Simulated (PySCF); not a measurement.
The dipole of `Cc1cccc(C#N)c1` (meta-tolunitrile) from its density and from atomic charges.

Coordinates (PBE0-D3(BJ)/def2-TZVP, Å) and charges (e) from the PBE0/pcSseg-2 density (PySCF):

| atom | x | y | z | Mulliken | IAO | Hirshfeld | ESP-fitted |
| --- | --- | --- | --- | --- | --- | --- | --- |
| C1 | -2.303 | -0.669 | 0.204 | -0.0418 | -0.4401 | -0.1190 | -0.6635 |
| C2 | -0.916 | -0.121 | 0.068 | +0.1552 | +0.0281 | +0.0159 | +0.4770 |
| C3 | -0.706 | 1.240 | -0.148 | -0.1093 | -0.1461 | -0.0399 | -0.3277 |
| C4 | 0.571 | 1.757 | -0.291 | +0.0067 | -0.1450 | -0.0419 | -0.0602 |
| C5 | 1.674 | 0.924 | -0.220 | -0.1266 | -0.1381 | -0.0367 | -0.2560 |
| C6 | 1.480 | -0.438 | -0.002 | +0.3179 | -0.0428 | +0.0070 | +0.1214 |
| C7 | 2.603 | -1.315 | 0.080 | -0.0955 | +0.1435 | +0.0776 | +0.3410 |
| N8 | 3.509 | -2.023 | 0.150 | -0.1374 | -0.2488 | -0.2274 | -0.4607 |
| C9 | 0.191 | -0.953 | 0.140 | -0.2134 | -0.1419 | -0.0375 | -0.3935 |
| H10 | -2.290 | -1.708 | 0.534 | +0.0282 | +0.1547 | +0.0527 | +0.1805 |
| H11 | -2.886 | -0.090 | 0.924 | +0.0421 | +0.1598 | +0.0535 | +0.1771 |
| H12 | -2.833 | -0.627 | -0.751 | +0.0545 | +0.1630 | +0.0545 | +0.1800 |
| H13 | -1.562 | 1.906 | -0.203 | +0.0232 | +0.1555 | +0.0574 | +0.1724 |
| H14 | 0.710 | 2.819 | -0.458 | +0.0265 | +0.1635 | +0.0600 | +0.1412 |
| H15 | 2.678 | 1.314 | -0.327 | +0.0445 | +0.1709 | +0.0637 | +0.1760 |
| H16 | 0.063 | -2.016 | 0.311 | +0.0251 | +0.1639 | +0.0604 | +0.1950 |

Problem. Form Σ q r in debye for every column and set it beside the full dipole.

Solution. The full density gives (-4.26, 2.74, -0.24) D, 5.07 D in size; dipole vectors point from the negative to the positive end.

```csv
scheme,μx,μy,μz,size (D),share of the full size (%),angle to the full dipole (°)
Mulliken,-3.43,1.33,-0.12,3.68,73,12
IAO,-3.60,2.24,-0.21,4.24,84,1
Hirshfeld,-3.33,2.03,-0.17,3.90,77,1
ESP-fitted,-4.25,2.74,-0.24,5.06,100,0
```

Problem. Which set comes closest?

Solution. Length of the difference vector: ESP-fitted 0.01 D, IAO 0.83 D, Hirshfeld 1.17 D, Mulliken 1.64 D. Closest: ESP-fitted. 

Problem. What is left for the Hirshfeld atoms' own dipoles?

Solution. The Hirshfeld atoms' densities add up to the full density, so μ = Σ q r + Σ (atomic dipoles). The atomic dipoles sum to (-4.26, 2.74, -0.24) − (-3.33, 2.03, -0.17) = (-0.93, 0.71, -0.07) D, 1.17 D in size.

Problem. With the origin at the mean of the coordinates, (-0.001, 0.000, 0.001) Å, which are the largest single terms, by size, of the IAO dipole along the direction of the full one?

Solution. N8 +4.84, C1 -3.30, C7 -2.00, H11 +1.79, H13 +1.76 D; all 16 atoms together +4.24 D. The single terms depend on the origin, their sum doesn't.

Problem. Give the size of the full dipole in other units.

Solution. 5.07 D = 1.993 au = 1.055 e·Å = 16.90 × 10⁻³⁰ C·m.

Geometry: PBE0-D3(BJ)/def2-TZVP; no solvent, vibrations or thermal averaging.
